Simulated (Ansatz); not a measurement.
A nudged elastic band was laid between two geometries of ClGaH₂ (4 atoms, charge 0, multiplicity 1).

The calculation used RKS PBE/def2-SVP (Ansatz).

```
movable images  : 4
climbing image  : no
spring          : 5.0 eV/Å²
optimiser       : quadratic models (default)
start path      : through a guess of the saddle point
force threshold : 0.05 eV/Å
iteration limit : 60
end points      : relaxed
```

Initial state:

```xyz
4
Properties=species:S:1:pos:R:3
Ga 0.291 0.000 0.356
H 0.161 0.000 1.920
Cl 2.329 0.000 -0.396
H -0.823 0.000 -0.749
```

Final state:

```xyz
4
Properties=species:S:1:pos:R:3
Ga -0.707 0.000 0.505
H 1.385 0.000 1.302
Cl 2.410 0.000 0.440
H -1.130 0.000 -1.117
```

What changes between the two ends?

Bonds broken: Ga1–H2, Ga1–Cl3. Bonds formed: H2–Cl3. ClGaH2 becomes ClH + GaH.

Give the energies along the band, and the barrier.

The run converged. The highest image is number 4 of 0 to 5, 1.94 eV above the first end and 0.10 eV above the last; the last end lies 1.84 eV above the first. No image climbed, so the highest image needn't sit at the top of the path. The orbitals stay closed-shell, which can raise the energy where a bond breaks towards radicals; this wasn't checked here.

| image | path coordinate (Å) | energy (eV) | Ga1–H2 (Å) | Ga1–Cl3 (Å) | H2–Cl3 (Å) |
| --- | --- | --- | --- | --- | --- |
| 0 | 0.00 | 0.00 | 1.57 | 2.17 | 3.17 |
| 1 | 0.42 | 0.26 | 1.55 | 2.18 | 2.73 |
| 2 | 0.84 | 1.09 | 1.54 | 2.29 | 2.26 |
| 3 | 1.26 | 1.94 | 1.61 | 2.50 | 1.85 |
| 4 | 1.68 | 1.94 | 1.86 | 2.74 | 1.46 |
| 5 | 2.10 | 1.84 | 2.24 | 3.12 | 1.34 |

What is the geometry of the highest image?


```xyz
4
Properties=species:S:1:pos:R:3
Ga -0.504 0.000 0.542
H 1.186 0.000 1.325
Cl 2.224 0.000 0.300
H -0.948 0.000 -1.037
```

The band took 6 iterations and roughly 30 core-seconds.

Run time: 30 s on 1 thread of Arm Neoverse V1, with other jobs on the host, peak memory 0.1 GiB.
